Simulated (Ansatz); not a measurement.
Cartesian coordinates (Å):
SMILES: [SiH3]B
```xyz
7

B      1.1969    -0.0554     0.0348
Si    -0.8072     0.0634    -0.0643
H      1.8687     0.8821     0.3329
H      1.7543    -1.0916    -0.1533
H     -1.3907    -0.8432    -1.0846
H     -1.3036    -0.3803     1.2699
H     -1.3188     1.4352    -0.3040
```
Charge 0, spin multiplicity 1.

Method: Ansatz (a quantum-chemistry and plane-wave program) with frozen-core CCSD(T)/cc-pVQZ // B3LYP-D3(BJ)/def2-TZVP.

* **HF energy**: -316.51007 Ha
* **MP2 correlation energy**: -0.24909 Ha

Estimate the CCSD correlation energy, the (T) correction, the total energy and the T1 diagnostic.


| Property | Value |
|---|---|
| CCSD correlation energy | -0.28866 Ha |
| (T) correction | -0.00861 Ha |
| CCSD(T) total energy | -316.80734 Ha |
| T1 diagnostic | 0.012 |
